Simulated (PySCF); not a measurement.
Vinyl propionate, C₅H₈O₂.
Cartesian coordinates in Å at the PBE0-D3(BJ)/def2-SVP level; atoms count from 1:
```xyz
15
C5H8O2 angstrom
C     -3.5289   -0.0738   -0.1270
C     -2.3114   -0.3958   -0.5517
O     -1.2016    0.0112    0.1375
C      0.0207   -0.3350   -0.3393
O      0.1844   -0.9821   -1.3353
C      1.1039    0.2083    0.5486
C      2.4921   -0.2121    0.1118
H     -3.6763    0.5198    0.7778
H     -4.4013   -0.4073   -0.6895
H     -2.0944   -0.9859   -1.4455
H      0.9899    1.3060    0.5594
H      0.8755   -0.1110    1.5791
H      2.6037   -1.3055    0.1468
H      2.6906    0.1014   -0.9229
H      3.2574    0.2336    0.7629
```

The calculation used core-valence-separated Tamm–Dancoff BHandHLYP/aug-pcX-1 (pcseg-1 on H) in PySCF, non-relativistic, gas phase, PBE0-D3(BJ)/def2-SVP geometry. The energies are unshifted.

Task: List the oxygen K-edge absorption lines.

Result: 
```json
{"E (eV)": "529.48", "f": "0.0458", "core hole on": "O5", "main final orbital": "LUMO+7 (36 %)", "polarisation": "normal to the local trigonal plane"}
{"E (eV)": "533.55", "f": "0.0187", "core hole on": "O3", "main final orbital": "LUMO+7 (41 %)", "polarisation": "–"}
{"E (eV)": "533.72", "f": "0.0001", "core hole on": "O5", "main final orbital": "spread", "polarisation": "–"}
{"E (eV)": "534.39", "f": "0.0022", "core hole on": "O5", "main final orbital": "LUMO+7 (50 %)", "polarisation": "normal to the local trigonal plane"}
{"E (eV)": "534.48", "f": "0.0090", "core hole on": "O3", "main final orbital": "spread", "polarisation": "–"}
{"E (eV)": "534.52", "f": "0.0028", "core hole on": "O5", "main final orbital": "spread", "polarisation": "in the local trigonal plane"}
{"E (eV)": "534.67", "f": "0.0017", "core hole on": "O5", "main final orbital": "LUMO+2 (59 %)", "polarisation": "in the local trigonal plane"}
{"E (eV)": "534.89", "f": "0.0001", "core hole on": "O5", "main final orbital": "LUMO+5 (46 %)", "polarisation": "–"}
{"E (eV)": "535.21", "f": "0.0003", "core hole on": "O5", "main final orbital": "LUMO+3 (39 %)", "polarisation": "–"}
{"E (eV)": "535.38", "f": "0.0000", "core hole on": "O3", "main final orbital": "LUMO+2 (31 %)", "polarisation": "–"}
{"E (eV)": "535.38", "f": "0.0001", "core hole on": "O5", "main final orbital": "LUMO+6 (54 %)", "polarisation": "–"}
```

The first line with a tenth or more of the strongest one's intensity is at 529.48 eV (f = 0.046), with the hole on O5 (ester carbonyl oxygen), polarised normal to the local trigonal plane: a 1s→π* resonance. It is also the strongest listed.

Task: What does the C 1s absorption edge look like?

Result: 
```tsv
E (eV)	f	core hole on	main final orbital	polarisation
282.75	0.0557	C1	LUMO (33 %)	normal to the local trigonal plane
284.15	0.0677	C2	LUMO (31 %)	normal to the local trigonal plane
285.08	0.0873	C4	LUMO (32 %)	normal to the local trigonal plane
285.46	0.0079	C7	LUMO (42 %)	–
285.54	0.0034	C6	LUMO (47 %)	–
285.73	0.0090	C1	LUMO+2 (72 %)	in the local trigonal plane
285.98	0.0147	C6	LUMO+1 (49 %)	–
286.20	0.0010	C7	LUMO (39 %)	–
286.22	0.0270	C1	spread	in the local trigonal plane
286.27	0.0288	C7	LUMO+6 (34 %)	–
286.37	0.0277	C7	spread	–
286.66	0.0039	C7	LUMO+3 (33 %)	–
286.81	0.0332	C6	spread	–
287.10	0.0007	C1	spread	–
287.16	0.0072	C1	LUMO+8 (33 %)	normal to the local trigonal plane
287.35	0.0062	C6	LUMO+3 (45 %)	–
287.44	0.0008	C1	LUMO+7 (51 %)	–
287.54	0.0029	C1	spread	in the local trigonal plane
287.69	0.0002	C7	LUMO+2 (58 %)	–
287.72	0.0032	C6	LUMO+6 (38 %)	–
287.73	0.0050	C7	spread	–
287.78	0.0023	C1	spread	in the local trigonal plane
287.86	0.0235	C2	spread	in the local trigonal plane
```

The first line with a tenth or more of the strongest one's intensity is at 282.75 eV (f = 0.056), with the hole on C1 (terminal =CH2 carbon), polarised normal to the local trigonal plane: a 1s→π* resonance. The strongest listed is at 285.08 eV (f = 0.087; C4, 1s→π*).

Roots within 0.03 eV whose holes lie on the same, on equivalent or on shared atoms are summed into one line, and the highest roots are left out, as the search may have cut off their partners. Final orbitals are the ground state's empty Kohn–Sham orbitals. A dash: too weak, shared between unlike atoms, or no plane or axis to refer to.

Task: What is the summed oscillator strength of the listed O K lines, and their intensity-weighted mean energy?

Result: Σf = 0.081 over 11 lines from 529.48 to 535.38 eV; the weighted mean is 531.43 eV. The strongest line holds 57 % of the sum.

Only the lowest roots of each edge were sought.

One conformer stands for the species.
